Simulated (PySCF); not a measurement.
In(F)2(SMe) (CH3F2InS), SMILES C[S][In]([F])[F].

Geometry: PBE0-D3(BJ)/def2-SVP. The structure was generated by enumeration; whether it is a known compound was not checked. The def2 effective core potentials stand for the cores of In; spin–orbit coupling is left out. One conformer was computed; it need not be the lowest.

The numbers are results of TDDFT-PBE/def2-SVPD (PySCF), not measurements.

Vertical excitations. Gas-phase values at a fixed geometry. State labels are in the subgroup Cs.

```tsv
state	symmetry	energy (eV)	λ (nm)	f	main pairs
S1	A"	3.15	393	0.008	HOMO→LUMO 100 %
S2	A'	4.62	268	0.016	HOMO−1→LUMO 52 %, HOMO→LUMO+1 47 %
S3	A'	5.09	244	0.004	HOMO−2→LUMO 96 %
S4	A"	5.17	240	0.001	HOMO−3→LUMO 100 %
S5	A'	5.33	232	0.081	HOMO−4→LUMO 69 %, HOMO→LUMO+1 15 %, HOMO−1→LUMO 13 %
S6	A"	5.54	224	0.000	HOMO→LUMO+2 96 %
S7	A'	5.55	223	0.187	HOMO→LUMO+1 30 %, HOMO−4→LUMO 29 %, HOMO−1→LUMO 26 %
S8	A"	5.59	222	0.018	HOMO−5→LUMO 96 %
S9	A"	6.08	204	0.014	HOMO−1→LUMO+1 97 %
S10	A'	6.40	194	0.119	HOMO−6→LUMO 70 %, HOMO−3→LUMO+1 19 %
T1	A"	2.79	444	0	HOMO→LUMO 100 %
T2	A'	3.93	315	0	HOMO−1→LUMO 96 %
T3	A'	4.40	282	0	HOMO→LUMO+1 97 %
T4	A'	4.80	258	0	HOMO−2→LUMO 99 %
```
Triplets are in the Tamm–Dancoff approximation, which puts them higher than full response would, so one can lie above its singlet here.
